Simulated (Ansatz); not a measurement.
Consider the atomization: `[CH3][GeH2][AlH][Cl]` → Al• + C• + Cl• + Ge• + 6 H•.

Computed with Ansatz on PBE0-D4/def2-TZVP structures; ΔE is electronic, products minus reactants. CBS: MP2 limit from def2 TZ/QZ plus the TZ coupled-cluster correction, frozen cores. This one scheme is used for every species, atoms too. DFT in def2-TZVPP. Open shells (•) are unrestricted, without spin–orbit coupling. Spin–orbit coupling would lower the free atoms: a little for Al, C, Cl; clearly for Ge. Bonds to Ge are less sure, by a few kJ/mol each and by 10 to 20 or more in all where they break to atoms, as the def2 sets lack core-valence functions. Scalar relativity is left out up to krypton. Each species was taken in one conformer, which may not be the lowest.

`[CH3][GeH2][AlH][Cl]`:

```xyz
10

C    -0.679    1.342    0.649
Ge    0.445   -0.264    0.712
Al    0.504   -1.471   -1.443
Cl   -0.761   -0.741   -2.963
H    -0.692    1.830    1.624
H    -0.294    2.042   -0.092
H    -1.700    1.075    0.373
H    -0.079   -1.208    1.819
H     1.877    0.130    1.140
H     1.378   -2.735   -1.820
```

Problem. What is ΔE at CCSD(T)/CBS? (Best estimate.)

Solution. The calculation gave: +32.16 eV.

Problem. What do these levels give: PBE0-D4, PBE, MP2/def2-TZVPP, CCSD/def2-TZVPP, CCSD(T)/def2-TZVPP, CCSD/CBS(def2)? (An estimate is asked.)

Solution. The calculation gave: PBE0-D4 31.83, PBE 31.74, MP2/def2-TZVPP 31.54, CCSD/def2-TZVPP 31.12, CCSD(T)/def2-TZVPP 31.48, CCSD/CBS(def2) 31.80 eV.

Largest T1 diagnostic among the species: 0.018.

From PBE to PBE0 (25 % exact exchange), in def2-TZVPP and without D4, ΔE moves by −0.09 eV: exact exchange takes away binding that semilocal exchange gives to molecules. In def2-TZVPP, CCSD(T) changes the Hartree–Fock value by +7.12 eV (the triples alone add +0.36 eV) and MP2 by +7.18 eV; breaking electron pairs costs correlation energy, which Hartree–Fock lacks. The D4 term adds +0.34 eV with B3LYP and +0.18 eV with PBE0; it sums over pairs of atoms, weighted by their polarisabilities, and B3LYP, whose exchange is more repulsive, gets the larger term.

B3LYP here is the variant with VWN-RPA as its local correlation; programs differ in this.

For atomizations the MP2-based limit and the directly extrapolated one differ by several kJ/mol either way, and by 10 to 25 for some Ge, Se and Sn compounds, so smaller differences from it don't rank the levels.
